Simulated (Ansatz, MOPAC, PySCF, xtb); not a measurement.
Dimer: HBr (SMILES Br) (first 2 atoms) with H4OSi (SMILES O[SiH3]); geometry from B3LYP-D3(BJ)/def2-TZVP, rigid monomers moved along the line of their centres of mass till H2···O3 is 1.71 Å.
(charge 0, multiplicity 1):
```xyz
8

Br    -0.60942    -1.15565    -0.02079
H     -0.15486    -0.42267     1.13544
O      0.38155     0.42679     2.51649
Si    -0.12337     0.06079     4.06120
H      1.06627     1.08886     2.38974
H      1.00535    -0.44654     4.87469
H     -1.15301    -0.97887     3.88933
H     -0.69037     1.25832     4.72270
```

Counterpoise-corrected where a basis set is named; no monomer relaxation.

The state reached by PM3, PM6 isn't checked.

Run with Ansatz (a quantum-chemistry and plane-wave program) with Gaussian orbitals; MOPAC for PM3, PM6 (differences of heats of formation); PySCF for the dispersion terms; xtb for the GFN methods. 

**Question.** One of these levels gives -3.88 kcal/mol for the interaction energy. Name it.
A. PM3
B. PBE-D4/def2-TZVPPD
C. GFN1-xTB
D. PM6

**Answer.** D, PM6. The others give -9.13 (PM3), 2.15 (GFN1-xTB), -4.86 (PBE-D4/def2-TZVPPD)
